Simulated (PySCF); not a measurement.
## Sr²⁸⁺ (strontium, charge +28): Hartree-Fock from Schrödinger to Dirac-Coulomb-Breit

Occupied: 1s1/2, 2s1/2, 2p1/2, 2p3/2. Hartree-Fock calculated with PySCF 2.14 in an uncontracted even-tempered set (20 s from 3.1 bohr⁻², ratio 2.3; 14 p from 3.7 bohr⁻², ratio 2.3), Gaussian nucleus throughout. NR is non-relativistic, sf-X2C the spin-free one-electron X2C Hamiltonian, X2C adds the bare one-electron spin-orbit term, X2C-SNSO screens it by Boettger's factors, DC is four-component Dirac-Coulomb, and the Gaunt and Breit terms are added at first order (total energies over the DC spinors, levels after relaxing the spinors in that mean field). QED terms are absent. Levels marked empty are virtual spinors of this ion.

| Hamiltonian | E (hartree) | E − E(DC) (hartree) | CPU seconds |
| --- | --- | --- | --- |
| NR | -2570.3217 | 43.4649 | 0.41 |
| sf-X2C | -2613.0191 | 0.7676 | 0.23 |
| X2C | -2613.2600 | 0.5267 | 0.25 |
| X2C-SNSO | -2613.2348 | 0.5518 | 0.2 |
| DC | -2613.7866 | 0.0000 | 9.1 |
| DC+Gaunt | -2612.1460 | 1.6406 | 18 |
| DC+Breit | -2612.2872 | 1.4995 | 56 |

**Question.** Give the 2p spin-orbit interval with each Hamiltonian that has one.

**Answer.** X2C 76.33; X2C-SNSO 72.21; DC 71.80; DC+Gaunt 70.53; DC+Breit 70.54 (eV).

```csv
level (eV),NR,sf-X2C,X2C,X2C-SNSO,DC,DC+Gaunt,DC+Breit
1s1/2,-17313.4,-17639.9,-17639.4,-17639.5,-17649.9,-17622.8,-17624.5
2s1/2,-3525.9,-3611.0,-3610.9,-3610.9,-3612.1,-3609.6,-3609.7
2p1/2,-3341.6,-3368.2,-3420.1,-3417.2,-3417.6,-3413.2,-3413.7
2p3/2,-3341.6,-3368.2,-3343.7,-3345.0,-3345.8,-3342.6,-3343.1
3s1/2 (empty),-1362.7,-1387.0,-1387.0,-1387.0,-1387.2,-1386.6,-1386.7
3p1/2 (empty),-1304.4,-1314.4,-1326.7,-1326.0,-1326.1,-1325.0,-1325.2
3p3/2 (empty),-1304.4,-1314.4,-1308.7,-1309.0,-1309.1,-1308.4,-1308.5
```

Weight of the small component: 1s1/2 0.0191, 2s1/2 0.00401, 2p1/2 0.00396, 2p3/2 0.00386, 3s1/2 0.00144, 3p1/2 0.00141, 3p3/2 0.00139.

Koopmans' value for the highest occupied level at DC+Breit: 3343.1 eV, against an ionisation energy of 3344.7 ± 1.9 eV (semi-empirical (NIST evaluation); NIST Atomic Spectra Database, ionization energies); the former lacks relaxation, correlation, QED and recoil.

The whole ladder took 86 s of wall time on 1 thread of Intel(R) Xeon(R) 6975P-C (shared host), launched as `OMP_NUM_THREADS=1 python relrun2.py TASK.json OUT` (a driver that calls PySCF for each Hamiltonian).

Dirac-Coulomb iterations, started from the X2C spinors:

```
with_ssss True, with_gaunt False, with_breit False
light speed = 137.03599967994
init E= -2609.80813683676
cycle= 1 E= -2613.78653458611  delta_E= -3.98  |g|= 0.456  |ddm|= 0.0328
cycle= 2 E= -2613.78663462327  delta_E= -0.0001  |g|= 0.00724  |ddm|= 0.00188
cycle= 3 E= -2613.78663487988  delta_E= -2.57e-07  |g|= 0.000391  |ddm|= 0.00013
cycle= 4 E= -2613.78663488067  delta_E= -7.84e-10  |g|= 1.79e-06  |ddm|= 6.1e-06
```
